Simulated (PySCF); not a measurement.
Compound: C6H4BCl3.
SMILES: `ClB(Cl)c1ccc(Cl)cc1`

Linear response at CAM-B3LYP/def2-SVPD (PySCF, frozen core in the response, non-relativistic). Geometry: PBE0-D3(BJ)/def2-SVP; no solvent, vibrations or thermal averaging.

Static isotropic polarisability: 127.90 au (18.95 Å³), principal values 73.7, 125.1, 184.9 au.

What is the polarisability at 1064 nm and at the sodium D line?

129.90 au at 1064 nm (+1.6 %), 135.04 au at 589.3 nm (+5.6 %). The rise at 589.3 nm is 3.56 times that at 1064 nm; a pure ω² law gives 3.26. The lowest singlet lies at 255 nm, shorter than both wavelengths.

What is the isotropic C6 coefficient between two such molecules, C6 = (3/π)∫α(iω)² dω?

5742 au (Eh·bohr⁶) by a ten-point quadrature over imaginary frequencies, which is 3430 eV·Å⁶ or 331 J·nm⁶/mol.

Which effective excitation energy ω̄ makes London's formula C6 = (3/4)α²ω̄ exact here?

ω̄ = 4·C6/(3α²) = 0.468 Eh = 12.7 eV. A one-pole form α(ω) = α/(1 − ω²/ω̄²) fitted to the 1064 nm value gives 9.4 eV.

The lowest 6 singlets have (eV, f): 4.86, 0.013; 4.93, 0.476; 5.72, 0.000; 5.91, 0.000; 6.17, 0.102; 6.57, 0.000. What share of the static polarisability do they carry in the sum over states α = Σ f/ω²?

16.90 au, 13.2 % of α; the largest term, 14.51 au, is that of the state at 4.93 eV. Their oscillator strengths add up to 0.59. Higher states carry the rest.

How many electrons N does the Slater–Kirkwood formula C6 = (3/4)·√N·α^(3/2) need to give this C6?

N = (4·C6/3)²/α³ = 28.0; the species has 96 electrons in all.

What molar refraction at the D line follows from R = (4π/3)·N_A·α′, with α′ the polarisability volume?

α′ = 20.01 Å³ gives R = 50.48 cm³/mol, for isolated, non-vibrating species.

The run took about 2.9 min of CPU time (one thread, shared machine). This is the whole response run at CAM-B3LYP/def2-SVPD, SCF included.

The values belong to the conformer `[Cl:1][B:2]([Cl:3])[c:4]1[cH:5][cH:6][c:7]([Cl:8])[cH:9][cH:10]1`: Cl1–B2–C4–C5 0°.
